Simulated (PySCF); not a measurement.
C5H9FOSi.
SMILES with atom numbers: `[F:1][CH2:2][O:3][C:4]1=[CH:5][CH2:6][SiH2:7][CH2:8]1` (hydrogens: H9, H10 on C2; H11 on C5; H12, H13 on C6; H14, H15 on Si7; H16, H17 on C8)

Geometry (GFN2-xTB, Å), atoms numbered from 1 in this order:
```xyz
17
C5H9FOSi angstrom
F      3.0675    0.3593    0.0738
C      2.5503   -0.8986    0.3143
O      1.4256   -1.1308   -0.4160
C      0.2574   -0.4359   -0.1032
C     -0.7698   -0.4882   -0.9406
C     -2.0286    0.2427   -0.5825
Si    -1.6167    1.1044    1.0673
C      0.1356    0.3526    1.1668
H      3.3090   -1.6162   -0.0188
H      2.4049   -0.9549    1.4044
H     -0.7178   -1.0434   -1.8635
H     -2.2970    0.9376   -1.3799
H     -2.8598   -0.4605   -0.5018
H     -2.4631    0.6683    2.1818
H     -1.5846    2.5659    0.9816
H      0.9192    1.1093    1.2223
H      0.2610   -0.2998    2.0335
```

Method: PySCF, TDDFT PBE0/def2-SVPD, vertical, gas phase, core orbitals frozen in the response.

Frontier orbitals with the atoms that hold most of them (Löwdin shares over 4%, at most four atoms; ? is withheld):

```csv
orbital,ε (eV),atoms
LUMO+2,0.63,"C5 26%, C4 26%, C8 7%, O3 7%"
LUMO+1,0.53,"Si7 34%, C6 12%, H14 9%, H15 9%"
LUMO,?,?
HOMO,-6.61,"C5 32%, C4 25%, O3 16%, C6 8%"
HOMO-1,-8.66,?
HOMO-2,-9.06,"O3 21%, Si7 16%, C8 13%, C6 8%"
HOMO-3,-9.47,"Si7 16%, H14 15%, C8 13%, O3 11%"
```

Q: Give the leading atoms of the HOMO-1.

A: C6 (bonded to C, Si and 2 H) 31%; Si7 (bonded to 2 C and 2 H) 23%; C8 (bonded to C, Si and 2 H) 18%; C5 (bonded to 2 C and H) 5%. By element: carbon 55% or more, silicon 23%.

Q: Give the leading atoms of the LUMO.

A: Si7 (bonded to 2 C and 2 H) 28%; C8 (bonded to C, Si and 2 H) 11%; H15 (bonded to Si) 8%; H14 (bonded to Si) 8%. By element: silicon 28%, hydrogen 17% or more, carbon 11% or more.

Q: What is the LUMO energy, and the HOMO–LUMO gap?

A: ε(LUMO) = 0.40 eV; the gap is 7.01 eV (0.2576 hartree).

Q: The HOMO–LUMO gap is 7.01 eV. Where does the response calculation put the lowest singlet, and from which orbitals?

A: S1 is at 5.92 eV (f = 0.0019), 1.09 eV below the gap, made of HOMO→LUMO (89%), HOMO→LUMO+1 (8%). 

Q: One configuration dominates each of S1 and S2. Which, and how do the shares of the two leading atoms of either orbital change from the occupied to the empty one?

A: 
- S1 (5.92 eV, f 0.0019), HOMO→LUMO (89%): C5 32% → at most 9%, C4 25% → at most 9%, Si7 at most 8% → 28%, C8 at most 8% → 11%
- S2 (6.06 eV, f 0.0003), HOMO→LUMO+1 (89%): C5 32% → at most 9%, C4 25% → at most 9%, Si7 at most 8% → 34%, C6 8% → 12%

The run took 99 s wall on one thread, Arm Neoverse N1 (aarch64), shared host, and the process peaked at 0.97 GiB of memory.

One conformer stands for the species.
